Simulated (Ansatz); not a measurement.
The cluster Cd₃Te₄ (the lowest singlet isomer of a short search). The state is a singlet with charge 0. Geometry PBE-D4/def2-SVP, basis def2-TZVP, Ansatz.

```xyz
7

Cd    0.727    2.913   -0.917
Cd   -0.732   -0.623    1.954
Cd    1.755    0.100   -0.101
Te    1.622    0.482    2.579
Te   -1.575   -0.061   -1.549
Te    0.858   -1.095   -2.384
Te   -2.656   -1.716    0.417
```

```csv
run,HOMO (eV),LUMO (eV)
A,-6.02,-2.77
B,-7.45,-0.09
C,-5.43,-3.39
D,-5.06,-3.31
E,-5.22,-3.43
```

In the def2 sets Cd, Te take a core potential; there is no spin–orbit coupling. The structure comes from a short search, and lower isomers may exist.

Question: The runs used BLYP, HF, PBE, PBE0, r2SCAN. Estimate which is which.

Answer: A PBE0 (25 % exact exchange); B HF (100 % exact exchange); C r2SCAN (0 % exact exchange); D BLYP (0 % exact exchange); E PBE (0 % exact exchange). Exact exchange lowers occupied and raises empty levels; among semilocal functionals meta-GGAs tend to open the gap a little, and such runs are hard to tell apart. The gap grows from 1.75 eV (BLYP) to 7.35 eV (HF).
